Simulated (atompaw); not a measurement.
**u(r) = r·R(r): atom against pseudo-atom (P (Z = 15))**

Columns: radius, all-electron u(r) and pseudo u(r) of the 3p shell (level -14.18 eV) of phosphorus in the configuration [Ne] 3s2 3p2; PBEsol, scalar-relativistic, PAW (atompaw) scheme, atompaw 4.2.0.5.

| r (bohr) | all-electron | pseudo |
| --- | --- | --- |
| 0.054 | -0.0589 | 0.0017 |
| 0.108 | -0.1602 | 0.0066 |
| 0.162 | -0.2478 | 0.0149 |
| 0.215 | -0.3037 | 0.0261 |
| 0.269 | -0.3279 | 0.0407 |
| 0.323 | -0.3231 | 0.0584 |
| 0.377 | -0.2952 | 0.0789 |
| 0.431 | -0.2501 | 0.1023 |
| 0.485 | -0.1930 | 0.1283 |
| 0.538 | -0.1295 | 0.1561 |
| 0.592 | -0.0603 | 0.1866 |
| 0.646 | 0.0106 | 0.2190 |
| 0.700 | 0.0813 | 0.2529 |
| 0.754 | 0.1502 | 0.2882 |
| 0.808 | 0.2164 | 0.3244 |
| 0.862 | 0.2791 | 0.3612 |
| 0.915 | 0.3367 | 0.3975 |
| 0.969 | 0.3912 | 0.4342 |
| 1.023 | 0.4412 | 0.4703 |
| 1.077 | 0.4868 | 0.5053 |
| 1.131 | 0.5281 | 0.5389 |
| 1.185 | 0.5650 | 0.5706 |
| 1.238 | 0.5971 | 0.5995 |
| 1.292 | 0.6256 | 0.6264 |
| 1.346 | 0.6502 | 0.6503 |
| 1.400 | 0.6709 | 0.6709 |

(1) How many radial nodes do the two functions have?

(2) Is the pseudo-wave norm-conserving?

Results:

(1) The all-electron 3p function has n − l − 1 = 1; the pseudo-wave has 0, since the states of the same l below it are removed with the core.

(2) No, it belongs to a PAW set: the norm inside the radius is not constrained, and the difference is carried by the augmentation charge.
